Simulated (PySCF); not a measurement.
Name the molecule from its bond curve

A diatomic of charge -1 contains Be. Its doublet curve at UHF-MP2 in a double-zeta basis (no relativity, PySCF), in eV from the separated fragments:

R (Å), E (eV) and a bar:
```
    1.186     -4.189 ############################
    1.241     -4.833 ##############
    1.296     -5.220 #####
    1.338     -5.381 ##
    1.379     -5.456 
    1.420     -5.461 
    1.476     -5.383 ##
    1.544     -5.179 ######
    1.627     -4.813 ##############
    1.738     -4.098 ##############################
```

The fit gives ωe = 1295 cm⁻¹ and the rotational constant Bₑ = 1.486 cm⁻¹.

Task: Which atom is the partner?

Result: The minimum lies at 1.403 Å, so the reduced mass is 16.8576 u Å² cm⁻¹/(Bₑ·Re²) = 5.763 u. With Be at 9.01 u the partner weighs about 16.0 u: O. The molecule is BeO⁻.

Correlated steps freeze 1 core orbital. The state is the lowest determinant that a PBE0 search found; another state may lie lower at other levels.
